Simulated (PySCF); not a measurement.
# What a mistake does to a calculation on AlH4O2Si cation

These are calculations, not measurements. They come from PySCF 2.14.0, an open-source quantum chemistry program, on an isolated molecule that a program drew, which may never have been made. The molecule is AlH4O2Si cation (charge +1, singlet), drawn as the SMILES string `O[SiH+][O][AlH2]`.

Each row is a Hartree-Fock (HF) and frozen-core CCSD(T) single point in the cc-pV(D+d)Z basis, meant for a local HF minimum. Run 1 is clean. Each other run has one planted mistake out of seven kinds, and not every kind appears here: one electron removed, one electron added, multiplicity raised by two, geometry at a saddle point, minimal basis STO-3G, one bond length entered in bohr, all coordinates scaled. The reference is restricted for singlets and unrestricted otherwise, and also for a bond in bohr. Adding or removing an electron swaps singlet and doublet. Electrons count all cores. HOMO and LUMO are orbital energies over both spins, the gradient is its largest component, and the lowest frequency (negative if imaginary) is given only where the gradient is small. Bond lengths are over the 7 bonds as drawn. T1 is the CCSD diagnostic: over 0.02 (restricted) or 0.045 (unrestricted) a single reference is doubtful.

Geometry of the clean run:
```xyz
8
AlH4O2Si cation, angstrom
O     1.5613   -0.1197   -0.3067
Si    0.3871    0.4569    0.5523
O    -0.9211   -0.2976    0.8579
Al   -2.4769   -1.0735    1.2776
H     1.6666   -0.9548   -0.7491
H     0.6338    1.7916    1.0509
H    -3.5837   -0.7772    0.2287
H    -2.3916   -1.8851    2.5994
```

| run | electrons | basis functions | <S^2> | HOMO (eV) | LUMO (eV) | gradient (hartree/bohr) | lowest frequency (cm^-1) | mean bond (Å) | longest bond (Å) | T1 | HF (hartree) | CCSD(T) (hartree) | mistake |
|---|---|---|---|---|---|---|---|---|---|---|---|---|---|
| 1 | 46 | 94 | 0.000 | -16.11 | -3.10 | 3.0e-05 | 56 | 1.4854 | 1.789 | 0.0153 | -682.80039 | -683.35248 | no fault |
| 2 | 46 | 94 | 0.000 | -16.25 | -2.94 | 2.6e-02 | - | 1.4468 | 1.742 | 0.0142 | -682.79380 | -683.34048 | all coordinates scaled |
| 3 | 46 | 32 | 0.000 | -14.01 | 0.73 | 3.4e-02 | - | 1.4854 | 1.789 | 0.0238 | -674.53059 | -674.72952 | ? |
| 4 | 46 | 94 | 0.000 | -15.94 | -3.31 | 3.6e-05 | -79 | 1.4862 | 1.791 | 0.0150 | -682.79774 | -683.34923 | ? |

**Which mistake was planted in run 3, and what did it cost?**

It has 32 basis functions where the clean run has 94, with the same electrons and geometry. So the mistake is: minimal basis STO-3G. Subtracting run 1 and multiplying by 627.51 kcal/mol a hartree, the energy moved by 5189.4 kcal/mol in HF and 5411.0 kcal/mol in CCSD(T).

**Which mistake was planted in run 4, and what did it cost?**

The gradient is small, so the point is stationary, but the lowest frequency is imaginary (-79 cm^-1). So the mistake is: geometry at a saddle point. Subtracting run 1 and multiplying by 627.51 kcal/mol a hartree, the energy moved by 1.7 kcal/mol in HF and 2.0 kcal/mol in CCSD(T).

Cautions from the logs. Run 3: T1 is over the limit, so its CCSD(T) energy is less reliable.
